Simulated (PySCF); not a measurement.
Working out the ionisation energy of As

As [Ar] 3d10 4s2 4p3 (4S) → As⁺ [Ar] 3d10 4s2 4p2 (3P). Calculation: PySCF 2.14, in def2-SVP (5s4p3d, 32 functions); the non-relativistic Hamiltonian (point nucleus). Frozen: [Ar] 3d10. Energies in hartree (1 hartree = 27.21139 eV):

| part | As (lower) | As⁺ (upper) |
| --- | --- | --- |
| UHF | -2233.916923 | -2233.569160 |
| CCSD correlation | -0.071177 | -0.061021 |
| (T) | -0.000956 | -0.000776 |

Task: What does Hartree-Fock give?

Result: (-2233.569160) − (-2233.916923) = 0.347763 hartree = 9.463 eV.

Task: What do CCSD and CCSD(T) give?

Result: The CCSD correlation energies differ by 0.010156 hartree = 0.276 eV and the triples by 0.000180 hartree = 0.005 eV, so CCSD gives 9.739 eV and CCSD(T) 9.744 eV.

Measured between the centres of the two terms (NIST): 10.008 eV, so CCSD(T) (valence) is off by -0.264 eV.

The calculation is non-relativistic.

A double-zeta basis recovers only part of the correlation energy.

What remains against the reference includes basis incompleteness, the frozen core and higher excitations.
